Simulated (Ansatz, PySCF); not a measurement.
Cl$_{2}$Pb, triplet, at a GFN2-xTB geometry (such geometries of metal compounds can be far from the true shape) (the spin is typed, not shown lowest) (core potentials on Pb). Base run: CASSCF(6,6)/def2-SVP (PySCF).

Input for PySCF:
```python
from pyscf import gto, scf, mcscf
import numpy

mol = gto.M(
    atom='''
Pb    0.042868   -0.046477    0.683890
Cl    0.784197    1.081641   -1.639127
Cl   -0.990974   -0.857457   -1.659635
''',
    basis='def2-svp',
    ecp={'Pb': 'def2-svp'},
    charge=0,
    spin=2,
    verbose=4,
)

mf = scf.ROHF(mol)
mf.kernel()
mc = mcscf.CASSCF(mf, 6, 6)
mc.fix_spin_(ss=2.0)
mc.kernel()
occ = numpy.linalg.eigvalsh(mc.fcisolver.make_rdm1(mc.ci, mc.ncas, mc.nelecas))[::-1]
ss = mc.fcisolver.spin_square(mc.ci, mc.ncas, mc.nelecas)[0]
print('natural occupations', occ.round(4), ' <S^2>', round(ss, 4))
```

Programs used: Ansatz (an electronic-structure program), PySCF; a row that names a program was run with it.

Variants of this job, named by their change:

```csv
change,ΔE vs base (mEh),natural occupations,<S^2> of the state,outcome
base,0.000,2.00 1.97 1.00 1.00 0.02 0.01,2.00,converged
state_average = 2 states,-,-,-,not converged
solver = newton,0.000,2.00 1.97 1.00 1.00 0.02 0.01,2.00,converged
conv_tol = 1e-5,0.013,2.00 1.97 1.00 1.00 0.02 0.01,2.00,converged
"active space = 2 electrons, 3 orbitals",15.885,1.00 1.00 0.00,2.00,converged
fix_spin_ = off,0.000,2.00 1.97 1.00 1.00 0.02 0.01,2.00,converged
"active space = 4 electrons, 4 orbitals",14.192,2.00 1.00 1.00 0.00,2.00,converged
"active space = 6 electrons, 8 orbitals",-,-,-,not converged
orbitals = fixed (CASCI),13.686,2.00 1.99 1.00 1.00 0.00 0.00,2.00,converged
code = ansatz,-11.195,-,-,converged
"active space = 2 electrons, 4 orbitals",15.885,1.00 1.00 0.00 0.00,2.00,converged
```

Active orbitals are taken around the Fermi level unless the row says otherwise; CASSCF can end in different local minima, and two programs can end on different orbitals. State-averaged rows give the lowest state.

Open shells are given as the SCF converged; they aren't shown to be the lowest states, and a large step between rows can be another state.
